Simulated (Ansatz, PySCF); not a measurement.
This PySCF input computes a r2SCAN/def2-TZVPD energy:

```python
from pyscf import gto, scf, dft

mol = gto.M(
    atom='''
    Sb    0.03761511   -0.02343339    0.35166638
    F     0.65470262    1.33207423   -0.99347740
    F    -0.86785490   -1.19928501   -0.99929873
    ''',
    basis='def2-tzvpd',
    ecp='def2-tzvp',
    charge=-1,
    spin=0,
    verbose=4,
)

mf = dft.RKS(mol, xc='r2scan').density_fit(auxbasis='def2-universal-jkfit')
mf.grids.level = 4
mf.conv_tol = 1e-9
mf.max_cycle = 100
mf.max_memory = 1500
mf.kernel()
if not mf.converged:
    mf = mf.newton()
    mf.kernel(mf.make_rdm1())
mf.analyze()
```

Question: Write an input for the same energy in Ansatz (a program for electronic structure) and say what it gives.

Answer: 
Ansatz 0.2 input:
```yaml
crystal:
  periodic: [false, false, false]
  atoms:
    - {symbol: Sb, position_ang: [0.03761511, -0.02343339, 0.35166638]}
    - {symbol: F, position_ang: [0.65470262, 1.33207423, -0.99347740]}
    - {symbol: F, position_ang: [-0.86785490, -1.19928501, -0.99929873]}
basis:
  gaussian:
    orbitals: def2-TZVPD
hamiltonian:
  xc: {name: r2SCAN}
total_charge: -1
output: {forces: true}
```
It gives -440.13464 Eh, and PySCF -440.13470 Eh, a difference of 0.06 mEh, from the treatment of integrals and grids.
